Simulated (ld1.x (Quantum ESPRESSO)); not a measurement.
## Building the RRKJ potential for gold (Au) (PBE, scalar-relativistic).

gold (Au), norm-conserving RRKJ (Kleinman–Bylander form), made with ld1.x (Quantum ESPRESSO) 7.5 (PBE, scalar-relativistic). Core [Xe] 4f14, reference 5d10 6s1 6p0. Waves: 6s (bound): rc 2.20 bohr; 5d (bound): rc 1.40 bohr; 5f channel at 0.3 Ry: rc 3.10 bohr; 6p (bound, empty): rc 4.00 bohr. Local part: the p channel. Core correction: Bessel-smoothed model core inside 1.30 bohr.

All-electron outer shells of the reference configuration (PBE, scalar-relativistic, ld1.x):

```json
{"shell": "4f", "level (eV)": "-81.12", "outermost node (bohr)": "–", "outermost maximum (bohr)": "0.37"}
{"shell": "5p", "level (eV)": "-59.78", "outermost node (bohr)": "0.52", "outermost maximum (bohr)": "0.96"}
{"shell": "5d", "level (eV)": "-6.88", "outermost node (bohr)": "0.56", "outermost maximum (bohr)": "1.21"}
{"shell": "6s", "level (eV)": "-5.76", "outermost node (bohr)": "1.11", "outermost maximum (bohr)": "2.32"}
{"shell": "6p", "level (eV)": "-0.77", "outermost node (bohr)": "1.32", "outermost maximum (bohr)": "3.64"}
```

Is a potential produced?

No. ld1.x (Quantum ESPRESSO) 7.5 stopped with "compute_phi: phi has nodes before r_c": the RRKJ expansion in Bessel functions gave a pseudo-wave with a node inside its radius. Before that it printed "This function has    1 nodes for 0 < r <    2.183".
